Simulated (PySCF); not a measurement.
**C₆ coefficients of unlike pairs at PBE**

Calculated with PySCF 2.14 from the dipole response of each species, C₆(A,B) = (3/π) ∫ α_A(iu) α_B(iu) du, in atomic units, from isotropic polarisabilities. For ions this is the dispersion term alone; charge-induced terms of lower order in 1/R come first.

```
species       configuration                                                                                              basis      relativity  α (bohr³)  C₆ (like pair)
   Sn³⁺  [Kr] 4d10 5s1 (2S)                                                                       aug-cc-pVQZ-DK3 (9s8p6d3f2g)   spin-free X2C      8.859           32.79
   Ag³⁺       [Kr] 4d8 (3F)                                                          aug-cc-pVTZ-PP with ECP28MDF (6s6p5d3f2g)  core potential      4.159           18.76
     Tc   [Kr] 4d5 5s2 (6S)  aug-cc-pVTZ-PP with one added diffuse shell each of s, p, d, f, g type with ECP28MDF (7s7p6d4f3g)  core potential      85.71           977.3
    Ag⁺      [Kr] 4d10 (1S)  aug-cc-pVTZ-PP with one added diffuse shell each of s, p, d, f, g type with ECP28MDF (7s7p6d4f3g)  core potential      10.94           65.58
```

Question: Estimate C₆ for Ag⁺ with Sn³⁺.

Answer: The integral gives 46.12. The combination rule 2 C_A C_B / (C_A α_B/α_A + C_B α_A/α_B) gives 45.95 and the geometric mean 46.37.

No spin-orbit coupling is included.

The other pairs:

| pair | C₆ |
| --- | --- |
| Ag³⁺, Sn³⁺ | 23.41 |
| Tc, Ag³⁺ | 96.60 |
| Ag⁺, Tc | 213.8 |
| Tc, Sn³⁺ | 159.5 |
| Ag⁺, Ag³⁺ | 34.02 |
